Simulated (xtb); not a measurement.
Level of theory: GFN2-xTB (xtb).

```
xtb start.xyz --ohess tight --gfn 2 --chrg 0 --uhf 0 --iterations 400

# start.xyz
13

C      1.924198    -0.009206    -0.353685
Al    -0.078948     0.017650    -0.432286
C     -1.026643    -1.674785     0.051453
C     -0.960600     1.725708     0.178283
H      2.298095     0.696629     0.429638
H      2.330761    -0.993628    -0.067788
H      2.342607     0.265682    -1.339715
H     -2.060588    -1.514829     0.385321
H     -0.488990    -2.126458     0.934127
H     -0.980834    -2.407521    -0.773971
H     -1.029795     1.601742     1.296972
H     -0.304637     2.580291    -0.054123
H     -1.964625     1.838726    -0.254225
```

Output:

```
[...]
         ::.................................................::
         :: SCC energy               -12.206210454118 Eh    ::
         :: -> isotropic ES            0.030023286147 Eh    ::
         :: -> anisotropic ES          0.004119780410 Eh    ::
         :: -> anisotropic XC          0.000616294805 Eh    ::
         :: -> dispersion             -0.005053124293 Eh    ::
         :: repulsion energy           0.174899466437 Eh    ::
         :: add. restraining           0.000000000000 Eh    ::
         :: total charge               0.000000000000 e     ::
         :::::::::::::::::::::::::::::::::::::::::::::::::::::

           -------------------------------------------------
          |                Numerical Hessian                |
           -------------------------------------------------
step length          :   0.00500
SCC accuracy         :   0.30000
Hessian scale factor :   1.00000
frozen atoms in %    :   0.00000    0
RMS gradient         :   0.00033
estimated CPU  time      0.01 min
estimated wall time      0.01 min

writing file <hessian>.

 projected vibrational frequencies (cm⁻¹)
eigval :       -0.00    -0.00    -0.00    -0.00    -0.00     0.00
eigval :       32.37    38.70    59.17   122.49   123.10   176.32
eigval :      472.66   473.60   473.87   500.80   554.93   555.35
eigval :      652.01   693.65   693.80  1302.68  1302.82  1310.85
eigval :     1455.07  1455.14  1455.23  1463.12  1463.26  1464.69
eigval :     2919.85  2920.43  2921.86  2924.40  2925.18  2927.31
eigval :     2933.56  2938.69  2939.15
           -------------------------------------------------
          |                Property Printout                |
           -------------------------------------------------

    * Orbital Energies and Occupations

         #    Occupation            Energy/Eh            Energy/eV
      -------------------------------------------------------------
         1        2.0000           -0.5623809             -15.3032
         2        2.0000           -0.5540527             -15.0765
         3        2.0000           -0.5540316             -15.0760
         4        2.0000           -0.4498990             -12.2424
         5        2.0000           -0.4498527             -12.2411
         6        2.0000           -0.4480372             -12.1917
         7        2.0000           -0.4478476             -12.1866
         8        2.0000           -0.4477872             -12.1849
         9        2.0000           -0.4438417             -12.0775
        10        2.0000           -0.4404835             -11.9862
        11        2.0000           -0.3615671              -9.8387
        12        2.0000           -0.3615077              -9.8371 (HOMO)
        13                         -0.1917659              -5.2182 (LUMO)
        14                         -0.1541586              -4.1949
        15                         -0.0563391              -1.5331
        16                         -0.0558192              -1.5189
        17                         -0.0082755              -0.2252
        18                         -0.0081234              -0.2210
        19                          0.1583811               4.3098
        20                          0.2100357               5.7154
        21                          0.2101042               5.7172
        22                          0.2260306               6.1506
        23                          0.2266339               6.1670
       ...                                ...                  ...
        30                          0.7322018              19.9242
      -------------------------------------------------------------
                  HL-Gap            0.1697417 Eh            4.6189 eV
             Fermi-level           -0.2766368 Eh           -7.5277 eV

     #   Z          covCN         q      C6AA      α(0)
     1   6 C        3.608    -0.215    25.403     7.281
     2  13 Al       2.509     0.246    98.318    20.370
     3   6 C        3.608    -0.215    25.403     7.281
     4   6 C        3.608    -0.215    25.404     7.281
     5   1 H        0.924     0.043     2.409     2.427
     6   1 H        0.924     0.048     2.346     2.395
     7   1 H        0.924     0.042     2.419     2.432
     8   1 H        0.924     0.048     2.346     2.395
     9   1 H        0.924     0.042     2.416     2.431
    10   1 H        0.924     0.043     2.416     2.431
    11   1 H        0.924     0.042     2.421     2.433
    12   1 H        0.924     0.048     2.347     2.396
    13   1 H        0.924     0.043     2.410     2.428

 Mol. C6AA /au·bohr⁶  :       1482.799652
 Mol. C8AA /au·bohr⁸  :      49888.332965
 Mol. α(0) /au        :         63.983293

Wiberg/Mayer (AO) data.
largest (>0.10) Wiberg bond orders for each atom

 ---------------------------------------------------------------------------
     #   Z sym  total        # sym  WBO       # sym  WBO       # sym  WBO
 ---------------------------------------------------------------------------
     1   6 C    3.910 --     2 Al   1.016     7 H    0.927     5 H    0.927
                             6 H    0.926
     2  13 Al   3.647 --     1 C    1.016     3 C    1.015     4 C    1.015
     3   6 C    3.910 --     2 Al   1.015     9 H    0.928    10 H    0.927
                             8 H    0.926
     4   6 C    3.910 --     2 Al   1.015    11 H    0.927    13 H    0.927
                            12 H    0.926
     5   1 H    0.998 --     1 C    0.927
     6   1 H    0.998 --     1 C    0.926
     7   1 H    0.998 --     1 C    0.927
     8   1 H    0.998 --     3 C    0.926
     9   1 H    0.998 --     3 C    0.928
    10   1 H    0.998 --     3 C    0.927
    11   1 H    0.998 --     4 C    0.927
    12   1 H    0.998 --     4 C    0.926
    13   1 H    0.998 --     4 C    0.927
 ---------------------------------------------------------------------------

Topologies differ in total number of bonds
Writing topology from bond orders to xtbtopo.mol

molecular dipole:
                 x           y           z       tot (Debye)
 q only:        0.001      -0.000      -0.001
   full:       -0.000       0.000      -0.002       0.006
molecular quadrupole (traceless):
                xx          xy          yy          xz          yz          zz
 q only:       -0.329      -0.006      -0.380       0.208      -0.042       0.709
  q+dip:        1.051       0.021       1.126      -0.575       0.089      -2.177
   full:       -1.016      -0.014      -1.132       0.587      -0.094       2.148

           -------------------------------------------------
          |                Geometry Summary                 |
           -------------------------------------------------

      molecular mass/u    :       72.0852130
   center of mass at/Å    :        0.0004359      -0.0002510      -0.0006688
  moments of inertia/u·Å² :        0.1049452E+03   0.1051527E+03   0.2008633E+03
rotational constants/cm⁻¹ :        0.1606326E+00   0.1603158E+00   0.8392589E-01

 * 9 selected distances

     #   Z          #   Z                                           value/Å
     1   6 C        5   1 H                                       1.0952622
     1   6 C        6   1 H                                       1.0953144
     1   6 C        7   1 H                                       1.0952438
     3   6 C        8   1 H                                       1.0954584 (max)
     3   6 C        9   1 H                                       1.0952661
     3   6 C       10   1 H                                       1.0953489
     4   6 C       11   1 H                                       1.0952171
     4   6 C       12   1 H                                       1.0952587
     4   6 C       13   1 H                                       1.0951982 (min)

 * 1 distinct bonds (by element types)

   Z      Z             #   av. dist./Å        max./Å        min./Å
   1 H    6 C           9     1.0952853     1.0954584     1.0951982

           -------------------------------------------------
          |               Frequency Printout                |
           -------------------------------------------------
 projected vibrational frequencies (cm⁻¹)
eigval :       -0.00    -0.00    -0.00    -0.00    -0.00     0.00
eigval :       32.37    38.70    59.17   122.49   123.10   176.32
eigval :      472.66   473.60   473.87   500.80   554.93   555.35
eigval :      652.01   693.65   693.80  1302.68  1302.82  1310.85
eigval :     1455.07  1455.14  1455.23  1463.12  1463.26  1464.69
eigval :     2919.85  2920.43  2921.86  2924.40  2925.18  2927.31
eigval :     2933.56  2938.69  2939.15
 reduced masses (amu)
   1: 10.30   2: 12.41   3: 12.50   4: 11.32   5: 15.59   6: 12.47   7:  1.35   8:  1.35
   9:  1.13  10: 10.09  11: 10.09  12: 14.93  13:  2.72  14:  2.60  15:  2.59  16:  9.65
  17:  5.07  18:  5.07  19:  7.25  20: 16.77  21: 16.78  22:  3.05  23:  3.05  24:  2.93
  25:  1.60  26:  1.65  27:  1.65  28:  1.60  29:  1.60  30:  1.65  31:  1.94  32:  1.94
  33:  1.93  34:  1.84  35:  1.83  36:  1.91  37:  1.31  38:  1.40  39:  1.38
 IR intensities (km·mol⁻¹)
   1:  0.00   2:  0.00   3:  0.00   4:  0.00   5:  0.00   6:  0.00   7:  0.00   8:  0.00
   9:  0.08  10:  2.32  11:  2.34  12:  0.26  13:  0.00  14:  0.01  15:  0.01  16:  0.00
  17: 66.22  18: 65.71  19:159.84  20:315.20  21:315.32  22:  2.30  23:  2.39  24:  0.00
  25:  1.46  26:  0.05  27:  0.17  28:  2.32  29:  2.29  30:  0.01  31:  0.33  32:  0.15
  33:  4.03  34: 50.62  35: 50.23  36: 97.37  37:  0.82  38: 73.17  39: 68.80
 Raman intensities (Ä⁴*amu⁻¹)
   1:  0.00   2:  0.00   3:  0.00   4:  0.00   5:  0.00   6:  0.00   7:  0.00   8:  0.00
   9:  0.00  10:  0.00  11:  0.00  12:  0.00  13:  0.00  14:  0.00  15:  0.00  16:  0.00
  17:  0.00  18:  0.00  19:  0.00  20:  0.00  21:  0.00  22:  0.00  23:  0.00  24:  0.00
  25:  0.00  26:  0.00  27:  0.00  28:  0.00  29:  0.00  30:  0.00  31:  0.00  32:  0.00
  33:  0.00  34:  0.00  35:  0.00  36:  0.00  37:  0.00  38:  0.00  39:  0.00
 output can be read by thermo (or use thermo option).
 writing <g98.out> molden fake output.
 recommended (thermochemical) frequency scaling factor: 1.0
Molecule has no symmetry elements
It seems to be the C1 point group
           -------------------------------------------------
          |             Thermodynamic Functions             |
           -------------------------------------------------

c1  symmetry found (for desy threshold:  0.10E+00) used in thermo

          ...................................................
          :                      SETUP                      :
          :.................................................:
          :  # frequencies                          33      :
          :  # imaginary freq.                       0      :
          :  linear?                             false      :
          :  only rotor calc.                    false      :
          :  symmetry                               c1      :
          :  rotational number                       1      :
          :  scaling factor                  1.0000000      :
          :  rotor cutoff                   50.0000000 cm⁻¹ :
          :  imag. cutoff                  -20.0000000 cm⁻¹ :
          :.................................................:

    mode    ω/cm⁻¹     T·S(HO)/kcal·mol⁻¹    T·S(FR)/kcal·mol⁻¹   T·S(vib)
   ------------------------------------------------------------------------
       1     32.37    -1.69311 ( 14.94%)    -1.18425 ( 85.06%)    -1.26027
       2     38.70    -1.58755 ( 26.41%)    -1.13152 ( 73.59%)    -1.25194
       3     59.17    -1.33715 ( 66.22%)    -1.00607 ( 33.78%)    -1.22532
       4    122.49    -0.91255 ( 97.30%)    -0.79082 (  2.70%)    -0.90926
       5    123.10    -0.90968 ( 97.35%)    -0.78934 (  2.65%)    -0.90649
       6    176.32    -0.70574 ( 99.36%)    -0.68300 (  0.64%)    -0.70559
   ------------------------------------------------------------------------

   temp. (K)  partition function   enthalpy   heat capacity  entropy
                                   cal/mol     cal/K/mol   cal/K/mol   J/K/mol
 298.15  VIB  0.283E+04             3947.936     20.710     26.061
         ROT  0.114E+06              888.752      2.981     26.116
         INT  0.322E+09             4836.689     23.691     52.177
         TR   0.592E+27             1481.254      4.968     38.725
         TOT                        6317.9425    28.6594    90.9016   380.3322

       T/K    H(0)-H(T)+PV         H(T)/Eh          T*S/Eh         G(T)/Eh
   ------------------------------------------------------------------------
    298.15    0.100683E-01    0.111780E+00    0.431903E-01    0.685893E-01
   ------------------------------------------------------------------------

         :::::::::::::::::::::::::::::::::::::::::::::::::::::
         ::                  THERMODYNAMIC                  ::
         :::::::::::::::::::::::::::::::::::::::::::::::::::::
         :: total free energy         -11.962721688360 Eh   ::
         ::.................................................::
         :: total energy              -12.031310987681 Eh   ::
         :: zero point energy           0.101711287565 Eh   ::
         :: G(RRHO) w/o ZPVE           -0.033121988244 Eh   ::
         :: G(RRHO) contrib.            0.068589299321 Eh   ::
         :::::::::::::::::::::::::::::::::::::::::::::::::::::

optimized geometry written to: xtbopt.xyz

           -------------------------------------------------
          | TOTAL ENERGY              -12.031310987681 Eh   |
          | TOTAL ENTHALPY            -11.919531417868 Eh   |
          | TOTAL FREE ENERGY         -11.962721688360 Eh   |
          | GRADIENT NORM               0.000326255860 Eh/α |
          | HOMO-LUMO GAP               4.618907298374 eV   |
           -------------------------------------------------

------------------------------------------------------------------------
```

Cost: about 0.7 core-seconds (a rough figure).
